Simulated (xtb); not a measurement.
C2H6Se, charge +1, doublet, at a GFN2-xTB geometry (a state made from the parent by changing its charge; the spin is typed, not shown lowest). Base run: GFN2-xTB run with xtb.

Geometry (Å):
```xyz
9

C      1.4365    -0.3319     0.7723
Se     0.0178     0.1643    -0.4258
C     -1.4974    -0.2318     0.6886
H      1.3934    -1.4035     0.9719
H      2.3927    -0.0897     0.3136
H      1.3337     0.2025     1.7169
H     -1.4485    -1.2642     1.0349
H     -2.4108    -0.0769     0.1182
H     -1.4989     0.4275     1.5577
```
Charge +1, spin multiplicity 2.
All else is at xtb's defaults.
Base energy -10.02405 Eh.

Each row names what was changed in the base input (with any setting that the change needs).

```tsv
change	ΔE vs base (mEh)	SCF cycles
base	0.000	10
acc = 0.1	0.000	12
etemp = 5000	-5.772	10
gbsa = methanol	-87.417	9
acc = 30	0.000	8
acc = 0.0001	0.000	16
etemp = 1000	-0.001	10
etemp = 10000	-35.423	10
```

ALPB and GBSA are two models with their own fitted parameters for each solvent, which aren't always the measured dielectric constant.
